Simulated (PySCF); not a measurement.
This quintet lies 0.42 eV below the relaxed triplet at the level B3LYP-D3(BJ)/def2-TZVP // TPSS-D3(BJ)/def2-SVP (PySCF).

[Co(Cl)4]- (charge -1, multiplicity 5)

Computed with TPSSh-D3(BJ)/def2-TZVP // TPSS-D3(BJ)/def2-SVP (PySCF 2.14.0).

- highest occupied spin orbital: -2.97 eV
- charge on the central atom (Mulliken): 0.72 e
- charge on the central atom (meta-Löwdin): 1.24 e
- spin population on the central atom (Mulliken): 2.85
- total energy: -3223.9991 Ha
- cost: very roughly 16 core-minutes

Bonds (Å): Co1–Cl2 2.211, Co1–Cl3 2.211, Co1–Cl4 2.211, Co1–Cl5 2.211. Angles (°): Cl2–Co1–Cl3 106.4, Cl2–Co1–Cl4 110.9, Cl2–Co1–Cl5 111.1, Cl3–Co1–Cl4 111.1, Cl3–Co1–Cl5 111.0, Cl4–Co1–Cl5 106.3.
Charge -1, spin multiplicity 5.
